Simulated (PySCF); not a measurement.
**Palladium: a sound run and one with changed settings**

Sound run: Pd [Kr] 4d10, Pd⁺ [Kr] 4d9. Calculation: PySCF 2.14, in def2-TZVP with the def2 core potential (28 electrons) (6s4p3d1f, 40 functions); scalar relativity through the core potential. The sound run starts from symmetry-adapted Hartree-Fock orbitals and uses a fine grid where one is needed.

A second run was set up differently.

```json
{"species": "Pd", "method": "UHF", "sound run (hartree)": "-127.03019", "changed run (hartree)": "-127.03019", "converged": "yes"}
{"species": "Pd", "method": "r2SCAN", "sound run (hartree)": "-127.89558", "changed run (hartree)": "-127.89558", "converged": "yes"}
{"species": "Pd", "method": "MN15", "sound run (hartree)": "-127.62052", "changed run (hartree)": "-127.62052", "converged": "yes"}
{"species": "Pd⁺", "method": "UHF", "sound run (hartree)": "-126.79939", "changed run (hartree)": "-126.79939", "converged": "yes"}
{"species": "Pd⁺", "method": "r2SCAN", "sound run (hartree)": "-127.58693", "changed run (hartree)": "-127.60534", "converged": "yes"}
{"species": "Pd⁺", "method": "MN15", "sound run (hartree)": "-127.30045", "changed run (hartree)": "-127.27716", "converged": "yes"}
```

Ionisation energy of Pd:

```
method  sound run (eV)  changed run (eV)
   UHF           6.281             6.281
r2SCAN           8.399             7.898
  MN15           8.710             9.343
```

Q: What was changed?
A. angular grid far too coarse
B. too few SCF iterations
C. a valence shell is frozen
D. level shift left on

A: A. It used 26 angular points. A coarse angular grid integrates products of high-l functions wrongly, so density functionals can shift, and the SCF can exploit the error; Hartree-Fock and MP2 need no grid.
